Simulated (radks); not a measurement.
Charge is removed step by step from the 1s down level of N2+, starting from 1s(up 1, down 1) 2s2 2p1. Calculated with a radial shooting solver on a logarithmic mesh with Libxc functionals: scalar-relativistic Kohn-Sham, r2SCAN, spin-polarised, spherical densities, finite nucleus; open shells are filled with parallel spins first; meta-GGA in the generalised Kohn-Sham scheme; Fermi nuclear charge, rms radius 2.5582 fm.

| removed (e) | E - E(0) (eV) | eigenvalue (eV) |
|---|---|---|
| 0 | 0.000 | -428.00 |
| 0.1 | 43.141 | -434.82 |
| 0.2 | 86.957 | -441.50 |
| 0.3 | 131.43 | -448.01 |
| 0.4 | 176.55 | -454.28 |
| 0.5 | 222.28 | -460.23 |
| 0.6 | 268.58 | -465.73 |
| 0.7 | 315.40 | -470.57 |
| 0.8 | 362.65 | -474.16 |
| 0.9 | 410.17 | -475.99 |

The mean slope of the eigenvalue, de/dn, is 53.3 eV per electron.
